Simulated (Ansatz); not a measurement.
Cost and result for the atomization energy of `C[SiH2]/N=C/F` (11 atoms, 10 bonds).

```
atom   x (Å)   y (Å)   z (Å)
  C1  -1.245   0.998  -0.872
 Si2  -0.521   0.076   0.570
  N3   1.207  -0.003   0.375
  C4   1.875  -1.039   0.335
  F5   3.203  -1.007   0.173
  H6  -2.327   1.103  -0.755
  H7  -1.053   0.469  -1.808
  H8  -0.808   1.996  -0.946
  H9  -1.104  -1.297   0.664
 H10  -0.778   0.788   1.847
 H11   1.552  -2.082   0.416
```

Charge 0, multiplicity 1. All single points use the PBE0-D4/def2-TZVP geometry. It is one conformer, not always the lowest. Program: Ansatz. All runs use 4 threads of an Intel Xeon Platinum 8488C on a shared host. Times are those of one run each, without the atoms' runs, and a repeat can differ threefold. Electronic energies, without spin–orbit coupling; frozen cores. CCSD(T)/CBS adds CCSD(T) − MP2 in def2-TZVPP to the MP2 limit, and its time is that of the two runs behind it. T1 = 0.013. B3LYP takes the VWN-RPA correlation (the form of Gaussian; ORCA's B3LYP/G). HSE06 is the plane-wave form, built on full-range PBE exchange.

CCSD(T)/CBS is a level of theory with its own doubt, some kJ/mol a heavy atom from the limit and from the frozen cores, so smaller differences don't rank the functionals.

```csv
level,functions,wall time,atomization (kcal/mol),difference from CCSD(T)/CBS,per bond
r2SCANh-D4/def2-TZVPP,250,2.8 s,980.6,-4.7,-0.5
HSE06-D4/def2-TZVPP,250,2.8 s,988.3,3.0,0.3
PBE0-D4/def2-TZVPP,250,2.9 s,987.5,2.2,0.2
r2SCAN-D4/def2-TZVPP (with forces),250,3 s,987.9,2.6,0.3
CCSD(T)/def2-SVP,104,3.1 s,927.0,-58.3,-5.8
CAM-B3LYP-D4/def2-TZVPP,250,4.1 s,993.7,8.4,0.8
B3LYP-D4/def2-TZVPP (with forces),250,4.3 s,989.2,3.9,0.4
PBE-QIDH/def2-TZVPP,250,5.5 s,977.7,-7.6,-0.8
B2PLYP/def2-TZVPP,250,6.5 s,978.1,-7.2,-0.7
ωB97M-V/def2-TZVPP (with forces),250,8.5 s,990.8,5.5,0.6
MP2/def2-QZVPP,478,25 s,990.6,5.3,0.5
CCSD(T)/def2-TZVPP,250,83 s,958.6,-26.7,-2.7
CCSD(T)/CBS(def2),–,110 s,985.3,0.0,0.0
```

From BLYP to BHLYP (50 % exact exchange), in def2-TZVPP and without D4, the atomization energy moves by −28.6 kcal/mol: exact exchange takes away binding that semilocal exchange gives to molecules. At CCSD(T), def2-SVP lies −58.3 kcal/mol from the extrapolated value and def2-TZVPP −26.7 kcal/mol: correlation converges slowly with the basis, and small sets miss more of it in the bonded molecule than in its fragments. In def2-TZVPP, CCSD(T) changes the Hartree–Fock value by +249.5 kcal/mol (the triples alone add +15.4 kcal/mol) and MP2 by +265.5 kcal/mol; breaking electron pairs costs correlation energy, which Hartree–Fock lacks.
